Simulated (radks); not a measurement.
The numbers below are computed, except where a source is named.
Problem. The mean radii <r> (bohr) of the occupied orbitals of an atom or ion are listed with their occupations. Code: a radial shooting solver on a logarithmic mesh with Libxc functionals. Model: scalar-relativistic Kohn-Sham, PBEsol, spin-polarised, spherical densities, point nucleus.

| orbital | occ. | <r> |
|---|---|---|
| 1s up | 1 | 0.05216 |
| 1s down | 1 | 0.05216 |
| 2s up | 1 | 0.2354 |
| 2s down | 1 | 0.2351 |
| 2p up | 3 | 0.2066 |
| 2p down | 3 | 0.2063 |
| 3s up | 1 | 0.6911 |
| 3p up | 3 | 0.7129 |
| 3p down | 3 | 0.7180 |
| 3d up | 5 | 0.7630 |
| 3d down | 2 | 0.7765 |
| 4p up | 1 | 2.034 |

Name the element and its charge. Open shells, if any, are filled with parallel spins first.

Solution. Z = 29, copper, charge +4: Cu4+ in [Ne] 3s1 3p6 3d7 4p1. The 1s radius gives Z: for a bare nucleus <r> = (2 gamma + 1)/(2Z) with gamma = sqrt(1 - (Z/c)^2), 0.05094 bohr for Z = 29, and screening makes it slightly larger (0.05216 here). The occupations add up to 25, and the charge is Z minus that.
